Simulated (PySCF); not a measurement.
BF₃H₃N, SMILES F[B-](F)([NH3+])F. Atoms are numbered in the order given.

```xyz
8

B      0.0000     0.0000    -0.2227
F      1.1595     0.6694    -0.5466
F     -1.1595     0.6694    -0.5466
F      0.0000    -1.3388    -0.5466
N      0.0000     0.0000     1.4791
H      0.0000     0.9644     1.8395
H     -0.8352    -0.4822     1.8395
H      0.8352    -0.4822     1.8395
```

Geometry: PBE-D3(BJ)/def2-SVP.

Computed with PySCF with PBE-D3(BJ)/def2-SVP.

Frequencies are harmonic and unscaled.

Modes within 1.5 cm⁻¹ of each other (mostly degenerate sets) share a row, with their intensities summed.

Computed normal modes with their intensities:
```
mode   ν (cm⁻¹)  IR (km/mol)  Raman (Å⁴/amu)  depolarisation  moving atoms (share of kinetic energy)
-----  --------  -----------  --------------  --------------  --------------------------------------
1            87          0.0             0.0               –                                  H 97 %
2–3         260         23.1             0.1            0.75                  F 56 %, H 24 %, N 18 %
4           424          0.1             1.3            0.43                  N 60 %, F 25 %, H 15 %
5–6         436          0.6             1.1            0.75                    F 83 %, H 8 %, B 8 %
7           657        113.2             2.3            0.00                          F 54 %, B 42 %
8–9         760          5.5             4.1            0.75                  H 63 %, N 21 %, F 16 %
10          870        236.4             0.7            0.05                          F 55 %, B 45 %
11         1228        173.0             4.0            0.30                          H 82 %, N 18 %
12–13      1259        663.2             0.1               –                          B 76 %, F 20 %
14–15      1561         36.9            14.9            0.75                                  H 95 %
16         3381         12.2            97.9            0.01                                  H 98 %
17–18      3510        100.0            87.1            0.75                           H 92 %, N 8 %
```
